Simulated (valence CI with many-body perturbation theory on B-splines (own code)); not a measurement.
Level structure of Dy60+

Calculated by relativistic CI+MBPT: four valence electrons over a frozen Dirac-Fock core [He], radial functions for each j: 11 s, 11 p, 10 d, 8 f, 5 g, 2 h, with the one-electron correlation potential Σ1 (screened to all orders), the two-electron term Σ2, the three-electron term Σ3, Breit, model QED; selected single and double excitations, second order for the rest, scaled by the run's own slope (own B-spline code, finite nucleus).

The last digits are not significant, and no measured levels were compared; by estimate large intervals hold to a few tenths of a per cent, small ones and those within an open d or f shell to about a per cent. Among the levels kept, up to 930 cm⁻¹ of a level comes from second order outside the variational space, and about a tenth of that is noise between levels of different J, which matters for small intervals.

Levels 91 to 135 of 208, with energies above the lowest level, (2s^2 2p1/2^2) J=0. "Leading %" is the weight of the configuration and term that name the level; weights of strongly mixed levels are sums over their largest components and can fall short. In the jj column 3d3/2^4 stands for four electrons in 3d with j = 3/2. Lifetimes count E1, E2, E3, M1 and M2 decay at the calculated energies, and are blank where another channel may lead or the interval is too uncertain; long ones can be off by a factor of two.

| No. | Configuration | Term | J | E (eV) | Leading % | g | Second component | Lifetime | Leading jj |
| --- | --- | --- | --- | --- | --- | --- | --- | --- | --- |
| 91 | 2s 2p2 3d | 3G | 4 | 9438.8 | 34 | 1.153 | 27 % 2s 2p2 3d 5F | 229 fs | 2s 2p1/2 2p3/2 3d3/2 (93 %) |
| 92 | 2s 2p2 3d | 3D | 3 | 9446.9 | 31 | 1.261 | 27 % 2s 2p2 3d 3F | 1.07 fs | 2s 2p1/2 2p3/2 3d3/2 (95 %) |
| 93 | 2s 2p2 3p | 3P° | 0 | 9448.2 | 80 |  | 20 % 2s 2p2 3p 1S° | 99.2 fs | 2s 2p1/2 2p3/2 3p3/2 (100 %) |
| 94 | 2s 2p2 3p | 1D° | 2 | 9451.2 | 40 | 1.093 | 23 % 2s 2p2 3p 3D° | 6.53 fs | 2s 2p1/2 2p3/2 3p3/2 (98 %) |
| 95 | 2s 2p2 3p | 3P° | 1 | 9452.7 | 31 | 1.360 | 31 % 2s 2p2 3p 3S° | 6.04 fs | 2s 2p1/2 2p3/2 3p3/2 (96 %) |
| 96 | 2s 2p2 3p | 3P° | 1 | 9457.6 | 51 | 1.195 | 26 % 2s 2p2 3p 1P° | 47.7 fs | 2s 2p1/2 2p3/2 3p3/2 (99 %) |
| 97 | 2s 2p2 3d | 3D | 2 | 9457.8 | 29 | 1.317 | 18 % 2s 2p2 3d 5P | 1.17 fs | 2s 2p1/2 2p3/2 3d3/2 (89 %) |
| 98 | 2s 2p2 3d | 5D | 4 | 9461.2 | 48 | 1.373 | 30 % 2s 2p2 3d 5F | 37.2 fs | 2s 2p1/2 2p3/2 3d5/2 (97 %) |
| 99 | 2s 2p2 3d | 5P | 1 | 9466.6 | 30 | 1.779 | 26 % 2s 2p2 3d 3P | 1.24 fs | 2s 2p1/2 2p3/2 3d3/2 (87 %) |
| 100 | 2s 2p2 3d | 3F | 2 | 9480.2 | 39 | 1.171 | 22 % 2s 2p2 3d 5D | 1.73 fs | 2s 2p1/2 2p3/2 3d5/2 (84 %) |
| 101 | 2s 2p2 3d | 3F | 3 | 9489.5 | 44 | 1.276 | 26 % 2s 2p2 3d 5P | 745 as | 2s 2p1/2 2p3/2 3d5/2 (93 %) |
| 102 | 2s 2p2 3d | 3D | 1 | 9492.3 | 22 | 0.933 | 20 % 2s 2p2 3d 1P | 1.78 fs | 2s 2p1/2 2p3/2 3d5/2 (60 %) |
| 103 | 2s 2p2 3d | 3F | 2 | 9497.0 | 52 | 1.037 | 38 % 2s 2p2 3d 3P | 3.92 fs | 2s 2p1/2 2p3/2 3d3/2 (69 %) |
| 104 | 2s 2p2 3d | 3G | 5 | 9498.2 | 61 | 1.256 | 39 % 2s 2p2 3d 5F | 15.3 ps | 2s 2p1/2 2p3/2 3d5/2 (100 %) |
| 105 | 2s 2p2 3d | 3G | 3 | 9501.3 | 46 | 0.893 | 30 % 2s 2p2 3d 1F | 31.0 fs | 2s 2p1/2 2p3/2 3d3/2 (97 %) |
| 106 | 2s 2p2 3d | 3D | 1 | 9513.0 | 69 | 0.762 | 15 % 2s 2p2 3d 3P | 2.45 fs | 2s 2p1/2 2p3/2 3d3/2 (73 %) |
| 107 | 2s 2p2 3d | 3D | 3 | 9520.9 | 61 | 1.254 | 15 % 2s 2p2 3d 1F | 1.07 fs | 2s 2p1/2 2p3/2 3d5/2 (97 %) |
| 108 | 2s 2p2 3d | 3D | 1 | 9522.5 | 67 | 0.801 | 19 % 2s 2p2 3d 3P | 772 as | 2s 2p1/2 2p3/2 3d3/2 (60 %) |
| 109 | 2s 2p2 3d | 3F | 2 | 9524.1 | 34 | 1.019 | 18 % 2s 2p2 3d 1D | 886 as | 2s 2p1/2 2p3/2 3d3/2 (84 %) |
| 110 | 2s 2p2 3d | 3F | 4 | 9525.7 | 57 | 1.199 | 24 % 2s 2p2 3d 1G | 825 as | 2s 2p1/2 2p3/2 3d5/2 (96 %) |
| 111 | 2s 2p2 3d | 3P | 0 | 9530.5 | 94 |  | 5 % 2s 2p2 3d 1S | 673 as | 2s 2p1/2 2p3/2 3d3/2 (85 %) |
| 112 | 2s 2p2 3d | 1D | 2 | 9533.8 | 52 | 1.064 | 22 % 2s 2p2 3d 3D | 1.10 fs | 2s 2p1/2 2p3/2 3d5/2 (71 %) |
| 113 | 2s 2p2 3d | 1P | 1 | 9544.3 | 58 | 1.060 | 23 % 2s 2p2 3d 3P | 989 as | 2s 2p1/2 2p3/2 3d5/2 (74 %) |
| 114 | 2s 2p2 3d | 1S | 0 | 9547.9 | 56 |  | 40 % 2s 2p2 3d 3P | 1.09 fs | 2s 2p1/2 2p3/2 3d5/2 (84 %) |
| 115 | 2s 2p2 3d | 3D | 3 | 9569.8 | 41 | 1.231 | 27 % 2s 2p2 3d 3F | 3.99 fs | 2s 2p1/2 2p3/2 3d5/2 (98 %) |
| 116 | 2s 2p2 3d | 3F | 4 | 9575.3 | 45 | 1.113 | 31 % 2s 2p2 3d 3G | 3.10 fs | 2s 2p1/2 2p3/2 3d5/2 (100 %) |
| 117 | 2s 2p2 3d | 3P | 2 | 9586.8 | 48 | 1.209 | 19 % 2s 2p2 3d 3D | 723 as | 2s 2p1/2 2p3/2 3d5/2 (98 %) |
| 118 | 2s 2p2 3d | 1F | 3 | 9588.0 | 43 | 1.065 | 32 % 2s 2p2 3d 3F | 751 as | 2s 2p1/2 2p3/2 3d5/2 (99 %) |
| 119 | 2s 2p2 3d | 3P | 1 | 9588.1 | 45 | 1.429 | 25 % 2s 2p2 3d 3S | 1.06 fs | 2s 2p1/2 2p3/2 3d5/2 (99 %) |
| 120 | 2s 2p2 3d | 3D | 2 | 9590.8 | 43 | 1.128 | 26 % 2s 2p2 3d 1D | 1.03 fs | 2s 2p1/2 2p3/2 3d5/2 (99 %) |
| 121 | 2p3 3p | 3D | 3 | 9673.9 | 48 | 1.324 | 25 % 2p3 3p 5P | 4.06 fs | 2p1/2^2 2p3/2 3p3/2 (97 %) |
| 122 | 2p3 3p | 3P | 1 | 9674.5 | 34 | 1.341 | 25 % 2p3 3p 1P | 3.72 fs | 2p1/2^2 2p3/2 3p3/2 (97 %) |
| 123 | 2p3 3p | 3P | 2 | 9699.4 | 43 | 1.314 | 16 % 2p3 3p 1D | 3.67 fs | 2p1/2^2 2p3/2 3p3/2 (97 %) |
| 124 | 2p3 3p | 3P | 0 | 9722.4 | 69 |  | 28 % 2p3 3p 1S | 3.94 fs | 2p1/2^2 2p3/2 3p3/2 (98 %) |
| 125 | 2p3 3d | 3D° | 2 | 9739.6 | 32 | 1.031 | 20 % 2p3 3d 3F° | 11.0 fs | 2p1/2^2 2p3/2 3d3/2 (98 %) |
| 126 | 2p3 3d | 3F° | 3 | 9746.7 | 27 | 1.081 | 20 % 2p3 3d 3G° | 38.3 fs | 2p1/2^2 2p3/2 3d3/2 (97 %) |
| 127 | 2p3 3d | 3D° | 1 | 9750.4 | 34 | 1.088 | 27 % 2p3 3d 3P° | 3.73 fs | 2p1/2^2 2p3/2 3d3/2 (98 %) |
| 128 | 2p3 3d | 3P° | 0 | 9753.1 | 63 |  | 25 % 2p3 3d 5D° | 62.3 fs | 2p1/2^2 2p3/2 3d3/2 (98 %) |
| 129 | 2p3 3d | 3F° | 4 | 9807.8 | 50 | 1.242 | 25 % 2p3 3d 5D° | 140 fs | 2p1/2^2 2p3/2 3d5/2 (99 %) |
| 130 | 2p3 3d | 3D° | 2 | 9819.0 | 34 | 1.229 | 22 % 2p3 3d 3P° | 1.48 fs | 2p1/2^2 2p3/2 3d5/2 (98 %) |
| 131 | 2p3 3d | 3D° | 3 | 9833.7 | 46 | 1.202 | 17 % 2p3 3d 1F° | 669 as | 2p1/2^2 2p3/2 3d5/2 (97 %) |
| 132 | 2p3 3d | 3D° | 1 | 9845.0 | 33 | 1.061 | 28 % 2p3 3d 1P° | 1.00 fs | 2p1/2^2 2p3/2 3d5/2 (98 %) |
| 133 | 2s 2p2 3s | 5P | 3 | 9885.0 | 61 | 1.511 | 38 % 2s 2p2 3s 3D | 15.3 fs | 2s 2p3/2^2 3s (100 %) |
| 134 | 2s 2p2 3s | 3P | 2 | 9909.1 | 54 | 1.339 | 20 % 2s 2p2 3s 3D | 5.85 fs | 2s 2p3/2^2 3s (99 %) |
| 135 | 2s 2p2 3p | 3P° | 2 | 9980.7 | 27 | 1.550 | 24 % 2s 2p2 3p 5P° | 9.78 fs | 2s 2p3/2^2 3p1/2 (99 %) |
